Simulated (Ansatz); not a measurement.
Stepwise reaction of `O[SiH](F)O[SiH2]F` with water, as a gas-phase model of exchange steps in deposition or etching. ΔE in kJ/mol.

Program: Ansatz. Geometries: PBE0-D4/def2-TZVP. ΔE: electronic, gas phase. CCSD(T)/CBS adds triple-zeta CCSD(T) − MP2 to the extrapolated MP2 energy (def2 sets, frozen cores). This one scheme is used for every species. Functionals use def2-TZVPP. B3LYP here is the variant with VWN-RPA as its local correlation; programs differ in this. Each species was taken in one conformer, which may not be the lowest.

| step | reaction | PBE-D4 | B3LYP-D4 | ωB97M-V | CCSD(T)/CBS |
| --- | --- | --- | --- | --- | --- |
| 2 | `O[SiH](O)O[SiH2]F` + H₂O → `O[SiH2]O[SiH](O)O` + H–F | 36.4 | 40.1 | 38.8 | 39.6 |

**Question.** Give the row of step 1, `O[SiH](F)O[SiH2]F` + H₂O → `O[SiH](O)O[SiH2]F` + H–F. (Best estimate.)

**Answer.** Ansatz gave: 
| step | reaction | PBE-D4 | B3LYP-D4 | ωB97M-V | CCSD(T)/CBS |
| --- | --- | --- | --- | --- | --- |
| 1 | `O[SiH](F)O[SiH2]F` + H₂O → `O[SiH](O)O[SiH2]F` + H–F | 42.4 | 45.1 | 44.5 | 43.8 |

**Question.** By hand: ΔE of the 2 steps together at CCSD(T)/CBS.

**Answer.** (43.8) + (39.6) = 83.4 kJ/mol, or 41.7 kJ/mol a step.

In ΔE the steps differ by no more than 4.2 kJ/mol. All are uphill at CCSD(T)/CBS. PBE-D4 differs from CCSD(T)/CBS by -3.2 to -1.4 kJ/mol a step. Isolated molecules leave out the surface, adducts and barriers. Largest T1 diagnostic: 0.012.
